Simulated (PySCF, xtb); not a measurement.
Ga(H)(F)(OMe) (CH4FGaO), SMILES C[O][GaH][F]. The values are those of a single conformer.

Harmonic wavenumbers (cm⁻¹) from GFN2-xTB (xtb) at its own minimum, in rising order: 66, 96, 119, 180, 336, 443, 492, 500, 1066, 1122, 1124, 1404, 1469, 1469, 1814, 2951, 2962, 2966.

Problem. What does PySCF with PBE-D3(BJ)/def2-SVP give at its own minimum? (An estimate is asked for; the answer gives what the named calculation found.)

Solution. 95, 105, 126, 252, 434, 551, 610, 694, 1091, 1133, 1160, 1412, 1422, 1427, 1973, 2902, 2982, 3002. Paired by order, the mean absolute difference is 59 cm⁻¹ and the zero-point energies are 29.4 and 30.6 kcal/mol.
